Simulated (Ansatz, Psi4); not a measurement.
Here is a job for Psi4.
```
memory 2 GB

molecule {
0 1
C    -0.00000000   -0.00000000   -1.10635751
S     0.00000000    0.00000000    0.41488407
}

set {
  basis aug-cc-pvdz
  freeze_core true
  mp2_type conv
  scf_type pk
  puream true
  d_convergence 1e-8
}

energy('ccsd(t)')
print_variables()
```

### Question
Convert this to an input for Ansatz (a program for electronic structure).

### Answer
Several could match; the one computed here: 
Ansatz 0.2 input:
```yaml
crystal:
  periodic: [false, false, false]
  atoms:
    - {symbol: C, position_ang: [-0.00000000, -0.00000000, -1.10635751]}
    - {symbol: S, position_ang: [0.00000000, 0.00000000, 0.41488407]}
basis:
  gaussian:
    orbitals: aug-cc-pVDZ
magnetization: {spin_polarized: false}
correlation: {method: ccsd_t, electrons: outside_noble_gas}
accuracy: high
```

Both were run: Psi4 gave -435.619433 Eh and Ansatz -435.619433 Eh, 0.000 mEh apart.
